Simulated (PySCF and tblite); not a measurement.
Values are calculated unless marked as measured or tabulated.
Stationary points of phenylmethanimine at GFN2-xTB, in Å:

Structure A

```
 1 N     0.172   -2.770   -0.717
 2 C    -0.811   -2.206   -0.164
 3 C    -0.871   -0.755   -0.026
 4 C    -1.967   -0.155    0.591
 5 C    -2.026    1.220    0.724
 6 C    -0.994    2.008    0.241
 7 C     0.100    1.419   -0.375
 8 C     0.164    0.046   -0.508
 9 H     0.122   -3.785   -0.766
10 H    -1.681   -2.740    0.250
11 H    -2.773   -0.770    0.967
12 H    -2.878    1.679    1.204
13 H    -1.043    3.082    0.345
14 H     0.903    2.036   -0.750
15 H     1.004   -0.437   -0.981
```

Structure B

```
 1 N     0.837   -2.787   -0.512
 2 C    -0.015   -2.110    0.062
 3 C    -0.069   -0.634    0.063
 4 C    -1.085    0.026    0.749
 5 C    -1.141    1.407    0.755
 6 C    -0.184    2.143    0.075
 7 C     0.831    1.495   -0.611
 8 C     0.889    0.115   -0.617
 9 H     1.517   -3.322   -0.969
10 H    -0.837   -2.582    0.641
11 H    -1.831   -0.551    1.279
12 H    -1.932    1.913    1.290
13 H    -0.229    3.223    0.081
14 H     1.577    2.071   -1.140
15 H     1.673   -0.406   -1.146
```

Structure C

```
 1 N    -0.029   -3.106   -0.316
 2 C    -0.801   -2.290    0.252
 3 C    -0.875   -0.830    0.126
 4 C    -1.828   -0.131    0.868
 5 C    -1.923    1.244    0.773
 6 C    -1.069    1.943   -0.065
 7 C    -0.118    1.261   -0.807
 8 C    -0.021   -0.114   -0.713
 9 H     0.646   -2.692   -0.958
10 H    -1.524   -2.728    0.938
11 H    -2.494   -0.676    1.521
12 H    -2.665    1.774    1.352
13 H    -1.143    3.018   -0.139
14 H     0.549    1.804   -1.460
15 H     0.725   -0.635   -1.298
```

Geometries: GFN2-xTB; energies: PBE0/pcSseg-1 + D3(BJ); zero-point and thermal terms from GFN2-xTB harmonic modes (soft modes blended into free rotors).

Q: Which structure is a saddle point, and along which motion?

A: B: one imaginary mode (1130i cm⁻¹ at GFN2-xTB, mostly on H9, N1), along the planar inversion at N1 (torsion C3–C2–N1–H from 0° to 180°).

Q: Give their symmetry and energies above the lowest.

A: A Cs, 0.0 kcal/mol; B Cs, 27.0 kcal/mol; C Cs, 1.8 kcal/mol.

In real samples N–H and O–H hydrogens exchange between molecules, which also interchanges these forms.
